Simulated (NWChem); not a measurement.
Molecule: Si2H5O2F; SMILES O[SiH2]O[SiH2]F

```xyz
10

O      1.2094     1.4993     0.3600
Si    -0.3597     1.5283    -0.1653
O     -1.0194    -0.0036    -0.0348
Si    -0.3979    -1.5070     0.1859
F      1.1526    -1.4569    -0.3269
H      1.7808     0.8347    -0.0420
H     -1.0949     2.4562     0.7257
H     -0.4746     1.9261    -1.5961
H     -1.1263    -2.4850    -0.6565
H     -0.3715    -1.8844     1.6203
```
Atoms are numbered in this order, from 1.

Results from NWChem. All runs use the structure optimised with PBE0/def2-SVP.

**Question.** Predict the results for Hartree-Fock/def2-SVP. Quantities: highest occupied level (eV); orbital gap (eV); dipole (D).

**Answer.** 
| Quantity | Result |
|---|---|
| highest occupied level (eV) | -12.37 |
| orbital gap (eV) | 16.69 |
| dipole (D) | 1.30 |
